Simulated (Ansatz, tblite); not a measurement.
Removing an electron: the cluster SnF3⁻ (the lowest singlet isomer of a short search). The state is a singlet with charge -1. Geometry: PBE-D4/def2-TZVPD. Ansatz, gas phase; energy differences of separate SCF runs; the oxidised species was run as a doublet alone.

```xyz
4

Sn    0.4650    0.6174   -0.1247
F    -0.4435   -0.3353   -1.6759
F     1.1801   -1.0642    0.7700
F    -1.2017    0.7821    1.0306
```

In the def2 sets Sn takes a core potential; there is no spin–orbit coupling. The xTB rows come from tblite. The structure comes from a short search, and lower isomers may exist.

(1) Estimate orbital energies and vertical ionisation energies at: GFN1-xTB; GFN2-xTB; PBE-D4/def2-TZVPD; r2SCAN-D4/def2-TZVPD; PBE0-D4/def2-TZVPD.

## Answers

(1) 
```tsv
level	−HOMO (eV)	vertical IE (eV)	−LUMO (eV)	HOMO–LUMO gap (eV)
GFN1-xTB	6.17	9.92	-0.41	6.57
GFN2-xTB	5.57	9.31	-1.29	6.86
PBE-D4/def2-TZVPD	1.37	4.42	-3.37	4.73
r2SCAN-D4/def2-TZVPD	1.60	4.51	-3.79	5.39
PBE0-D4/def2-TZVPD	2.48	4.64	-3.95	6.43
```

 Raw xTB energy differences between charge states are shifted by several eV; the methods need an empirical correction for them.
